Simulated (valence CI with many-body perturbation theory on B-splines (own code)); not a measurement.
Forbidden lines of Sn10+

Level of theory: configuration interaction combined with many-body perturbation theory (CI+MBPT): four valence electrons over a frozen Dirac-Fock core [Kr], a basis of 7 s, 7 p, 8 d, 6 f, 4 g, 1 h functions for each j, with the one-electron correlation potential Σ1 (screened to all orders), the two-electron term Σ2, the three-electron term Σ3, Breit, model QED; selected single and double excitations, second order for the rest, scaled by the run's own slope (own B-spline code, finite nucleus).

No measured spectrum was set against this ion. As an estimate, terms of the open shell hold to 2 to 4 % of their energy, and close levels can change places. Excitations out of the core, of the other parity, are not computed and may begin above about 51.3 eV (a cautious bound); beyond it only levels of the ground parity were kept, without lifetimes.

Lines 1 to 50 of 120 in falling wavelength, among levels below 414000 cm⁻¹, chosen from the decays that carry over 1 % of a level's rate. Wavelengths and rates use the calculated energies, so an error of 2000 cm⁻¹ moves a line at 18470 Å by 37 % and its rate by three times that or more. Weak lines are less certain than strong ones. Lines between different terms over intervals too small for the method are left out, as are lines whose strength nearly cancels.

Names give the largest LS component (configuration and term), which can be under half, so a name can repeat, a term be missing and a line seem to break the LS rules; names also repeat where a configuration has a term twice. Letters in brackets count levels of one name in rising energy.

| λ vac (Å) | Upper | Lower | Type | A (s⁻¹) | Branch % |
| --- | --- | --- | --- | --- | --- |
| 34400 | 4d4 3H_6 | 4d4 3H_5 | M1 | 3.79e-01 | 99.7 |
| 33250 | 4d4 5D_1 | 4d4 5D_0 | M1 | 1.31e+00 | 100.0 |
| 31010 | 4d4 5D_4 | 4d4 5D_3 | M1 | 8.53e-01 | 100.0 |
| 29000 | 4d4 5D_3 | 4d4 5D_2 | M1 | 1.81e+00 | 100.0 |
| 28380 | 4d4 5D_2 | 4d4 5D_1 | M1 | 2.31e+00 | 100.0 |
| 21150 | 4d4 3G_5 | 4d4 3G_4 | M1 | 6.20e-01 | 2.5 |
| 18780 | 4d4 3H_5 | 4d4 3H_4 | M1 | 3.11e+00 | 72.8 |
| 18470 | 4d4 3F_4 [a] | 4d4 3G_3 | M1 | 2.57e+00 | 5.1 |
| 17450 | 4d4 3G_3 | 4d4 3H_4 | M1 | 1.38e+00 | 3.9 |
| 14280 | 4d4 3P_2 [a] | 4d4 3F_2 [a] | M1 | 5.38e-01 | 2.1 |
| 14120 | 4d4 3D_2 | 4d4 3F_3 [a] | M1 | 1.10e+00 | 1.1 |
| 12770 | 4d4 3P_2 [a] | 4d4 3P_1 [a] | M1 | 5.90e+00 | 23.6 |
| 12180 | 4d4 3G_5 | 4d4 3F_4 [a] | M1 | 7.14e+00 | 28.5 |
| 11980 | 4d4 3F_3 [a] | 4d4 3F_2 [a] | M1 | 7.66e+00 | 15.6 |
| 11870 | 4d4 3D_2 | 4d4 3P_2 [a] | M1 | 2.56e+00 | 2.6 |
| 11810 | 4d4 3P_1 [a] | 4d4 3P_0 [a] | M1 | 1.00e+01 | 9.8 |
| 11240 | 4d4 3G_4 | 4d4 3G_3 | M1 | 9.23e-01 | 2.6 |
| 10750 | 4d4 3G_4 | 4d4 3H_5 | M1 | 2.77e+00 | 7.8 |
| 10480 | 4d4 3D_1 | 4d4 3P_2 [a] | M1 | 6.88e+00 | 6.7 |
| 9638 | 4d4 3F_3 [a] | 4d4 3G_3 | M1 | 7.56e+00 | 15.4 |
| 9289 | 4d4 3F_4 [b] | 4d4 1F_3 | M1 | 2.50e+00 | 1.7 |
| 8992 | 4d4 3G_5 | 4d4 3H_6 | M1 | 5.77e+00 | 23.1 |
| 8973 | 4d4 3F_4 [a] | 4d4 3H_4 | M1 | 1.69e+01 | 33.6 |
| 8946 | 4d4 1G_4 [a] | 4d4 3G_5 | M1 | 5.50e+00 | 6.3 |
| 8931 | 4d4 1D_2 [a] | 4d4 3D_1 | M1 | 5.93e+00 | 6.0 |
| 8780 | 4d4 3P_2 [b] | 4d4 1D_2 [a] | M1 | 6.89e+00 | 8.2 |
| 8408 | 4d4 3D_3 | 4d4 3F_2 [a] | M1 | 3.00e+00 | 4.7 |
| 8122 | 4d4 1D_2 [a] | 4d4 3D_2 | M1 | 4.09e+00 | 4.1 |
| 8034 | 4d4 3F_2 [b] | 4d4 1F_3 | M1 | 6.84e+00 | 5.3 |
| 7184 | 4d4 3D_3 | 4d4 3G_3 | M1 | 6.44e+00 | 10.1 |
| 7128 | 4d4 3G_5 | 4d4 3H_5 | M1 | 9.49e+00 | 37.9 |
| 6932 | 4d4 1G_4 [a] | 4d4 3F_3 [a] | M1 | 1.80e+01 | 20.6 |
| 6837 | 4d4 3G_4 | 4d4 3H_4 | M1 | 4.12e+00 | 11.6 |
| 6562 | 4d4 1I_6 | 4d4 3H_6 | M1 | 1.51e+01 | 46.1 |
| 6503 | 4d4 3H_4 | 4d4 5D_4 | M1 | 9.73e+00 | 79.2 |
| 6481 | 4d4 3D_2 | 4d4 3F_2 [a] | M1 | 7.06e+00 | 7.1 |
| 6397 | 4d4 1F_3 | 4d4 3D_2 | M1 | 3.19e+00 | 4.3 |
| 6342 | 4d4 3F_2 [b] | 4d4 1D_2 [a] | M1 | 3.64e+00 | 2.8 |
| 6309 | 4d4 1D_2 [a] | 4d4 3D_3 | M1 | 2.07e+01 | 20.9 |
| 6287 | 4d4 1G_4 [a] | 4d4 3G_4 | M1 | 1.46e+01 | 16.6 |
| 6151 | 4d4 3D_2 | 4d4 3P_1 [a] | M1 | 7.66e+00 | 7.7 |
| 6044 | 4d4 3D_1 | 4d4 3F_2 [a] | M1 | 9.41e+00 | 9.2 |
| 5756 | 4d4 3D_1 | 4d4 3P_1 [a] | M1 | 1.94e+01 | 18.9 |
| 5728 | 4d4 3D_2 | 4d4 3G_3 | M1 | 1.73e+00 | 1.7 |
| 5511 | 4d4 1I_6 | 4d4 3H_5 | M1 | 1.76e+01 | 53.8 |
| 5376 | 4d4 3H_4 | 4d4 5D_3 | M1 | 2.56e+00 | 20.8 |
| 5248 | 4d4 3F_4 [b] | 4d4 1G_4 [a] | M1 | 4.86e+00 | 3.2 |
| 5216 | 4d4 1F_3 | 4d4 3D_3 | M1 | 2.60e+01 | 35.1 |
| 5158 | 4d4 1G_4 [a] | 4d4 3F_4 [a] | M1 | 3.14e+01 | 35.9 |
| 4830 | 4d4 3H_5 | 4d4 5D_4 | M1 | 1.16e+00 | 27.2 |
